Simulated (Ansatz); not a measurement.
Reaction (cleavage of the Si–Si bond): `[CH3][AlH][SiH](F)[SiH3]` + `[OH][GaH][SH]` → `[SiH3][O][GaH][SH]` + `[CH3][AlH][SiH2]F`

Program: Ansatz. Geometries: PBE0-D4/def2-TZVP. ΔE: electronic, gas phase. CBS: MP2 limit from def2 TZ/QZ plus the TZ coupled-cluster correction, frozen cores. For Ga outer-core shells are correlated without core-valence functions, which leaves a few kJ/mol of doubt a bond. Scalar relativity is left out up to krypton. Each species was taken in one conformer, which may not be the lowest.

```tsv
species	HF/def2-QZVPP energy (Eh)
`[CH3][AlH][SiH](F)[SiH3]`	-961.92087
`[OH][GaH][SH]`	-2397.56046
`[SiH3][O][GaH][SH]`	-2687.72507
`[CH3][AlH][SiH2]F`	-671.80649
```

Problem. Work out ΔE.

Solution. ΔE = (-2687.72507) + (-671.80649) − (-961.92087) − (-2397.56046) = -0.05023 Eh = -131.9 kJ/mol. CCSD(T)/CBS gives -100.7 kJ/mol.

Largest T1 diagnostic among the species: 0.014.

From r2SCAN to r2SCAN0 (25 % exact exchange), in def2-TZVPP and without D4, ΔE moves by −5.4 kJ/mol. In def2-TZVPP, CCSD(T) changes the Hartree–Fock value by +27.2 kJ/mol (the triples alone add +3.7 kJ/mol) and MP2 by +20.2 kJ/mol.
